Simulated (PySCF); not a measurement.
Molecule: H3Cl3GeOSi, SMILES Cl[Si](Cl)(Cl)[O][GeH3]. Atoms near the plane z = 0.8 Å, at the PBE0/def2-SVP optimised geometry (x, y, z in Å): Si1 (0.5, -2.0, 0.0), Cl2 (-0.2, -3.0, 1.7), Cl4 (2.5, -2.0, 0.0), O5 (-0.1, -0.4, 0.0), Ge6 (-1.1, 0.6, 1.1), H7 (-1.2, 2.0, 0.3), H9 (-2.5, 0.0, 1.2).

Computed with PBE0/def2-TZVP in PySCF. Cells within 0.4 Å of a nucleus heavier than hydrogen are left out (blank, or x). The values are rescaled to run from 0 to 1.

```
|1111111111111111111111111111111|
|1111111111111111111111111111111|
|1111111111111111111111111111111|
|1111111111111111111111111111111|
|1111111111111111111111111111111|
|1111111111111111111111111111111|
|1111111111111111111111111111111|
|1111111111111111111111111111111|
|1111111111111111111111111111111|
|1111111111110001111111111111111|
|1111111111110001111111111111111|
|1111111111110001111111111111111|
|11111111111x0011111111111111111|
|11111111111xx011111111111111111|
|1111112221111111111111111111111|
|1111112221111112221111111111111|
|1111112221110112221111111111111|
|1111111111110012221111111111111|
|1111111111110011111112222211111|
|1111111111111111111122333321111|
|1111111111111110011224566432111|
|1111111111112110001235798642211|
|1111111111222221000135899743211|
|1111111112234431000134788643211|
|1111111112345652000123565432111|
|1111111112346763100112343322111|
|1111111112345663100011222221111|
|1111111112234543110011111111111|
|1111111111223332110111111111111|
|1111111111122222111111111111111|
|1111111111111111111111111111111|
```
Scale: ten equal steps from 0.000 (start of '0') to 1.00 (end of '9'), in the order '0123456789'; x runs from -4.50 to 4.50, y from -4.50 (bottom) to 4.50 (top).

### Question
Which quantity is mapped?
(A) an orbital amplitude
(B) electrostatic potential
(C) electron localisation function
(D) deformation density (molecule minus spherical neutral atoms)

### Answer
A, an orbital amplitude. In full: HOMO−1 amplitude (bohr^(-3/2)).
